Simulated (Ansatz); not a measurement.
A nudged elastic band was laid between two geometries of ClF₂H₅OW (10 atoms, charge 0, multiplicity 1).

All numbers below come from Ansatz 0.2.0, RKS BLYP/def2-SVP.

```json
{
 "movable images": "5",
 "climbing image": "yes",
 "spring": "5.0 eV/Å²",
 "optimiser": "quadratic models (default)",
 "start path": "through a guess of the saddle point",
 "force threshold": "0.05 eV/Å",
 "iteration limit": "60",
 "end points": "relaxed"
}
```

Image 0:

```xyz
10
Properties=species:S:1:pos:R:3
W 0.166 -0.062 0.128
F -0.137 -0.469 1.922
Cl 2.423 -1.025 0.156
H -1.002 1.183 0.387
H -1.503 -0.270 -0.154
H -0.365 -1.592 -0.396
F 0.335 0.640 -1.581
O 1.547 1.669 0.921
H 2.419 1.229 1.070
H 1.340 2.224 1.700
```

Image 6:

```xyz
10
Properties=species:S:1:pos:R:3
W 0.492 0.187 -0.397
F 0.794 -0.446 3.040
Cl 2.479 -1.125 -0.481
H -0.315 1.621 -0.892
H -1.170 0.561 -0.116
H -0.381 -0.947 0.494
F 0.055 -0.291 -2.137
O 1.088 1.345 0.975
H 1.071 2.315 1.098
H 1.109 0.307 2.570
```

Problem. Which bonds break or form, and what moves?

Solution. Bonds broken: W1–F2, O8–H10. Bonds formed: F2–H10. ClF2H5OW becomes ClFH4OW + FH.

Problem. Give the energies along the band, and the barrier.

Solution. The run converged. The highest image is number 3 of 0 to 6, 1.10 eV above the first end and 0.10 eV above the last; the last end lies 1.00 eV above the first. A vibrational analysis at the climbing image gives one clearly imaginary mode, 62i cm⁻¹: a first-order saddle point. The orbitals stay closed-shell, which can raise the energy where a bond breaks towards radicals; this wasn't checked here.

| image | path coordinate (Å) | energy (eV) | W1–F2 (Å) | O8–H10 (Å) | F2–H10 (Å) |
| --- | --- | --- | --- | --- | --- |
| 0 | 0.00 | 0.00 | 1.86 | 0.98 | 3.08 |
| 1 | 0.92 | 0.09 | 1.88 | 0.98 | 2.38 |
| 2 | 1.84 | 0.52 | 1.97 | 1.01 | 1.68 |
| 3 | 2.76 | 1.10 | 2.36 | 1.55 | 0.99 |
| 4 | 3.95 | 1.08 | 3.34 | 1.87 | 0.94 |
| 5 | 5.14 | 1.03 | 3.52 | 1.92 | 0.94 |
| 6 | 6.33 | 1.00 | 3.51 | 1.90 | 0.94 |

Problem. What is the geometry of the highest image?

Solution. 
```xyz
10
Properties=species:S:1:pos:R:3
W 0.430 0.213 -0.115
F -0.256 0.116 2.144
Cl 2.609 -0.664 -0.717
H -0.764 1.458 -0.044
H -1.240 -0.094 0.029
H 0.051 -1.385 0.304
F 0.132 0.357 -1.935
O 1.408 1.348 1.184
H 2.373 1.410 1.021
H 0.479 0.768 2.282
```

Problem. What are the harmonic wavenumbers there?

Solution. 62i, 118, 162, 173, 221, 305, 335, 364, 430, 617, 674, 712, 741, 805, 812, 843, 896, 972, 1016, 1918, 1983, 2035, 2926, 3647 cm⁻¹.

Time of the run: 8.9 min on 2 threads of Intel(R) Xeon(R) Platinum 8488C (Sapphire Rapids), with other jobs on the host, peak memory 0.2 GiB.
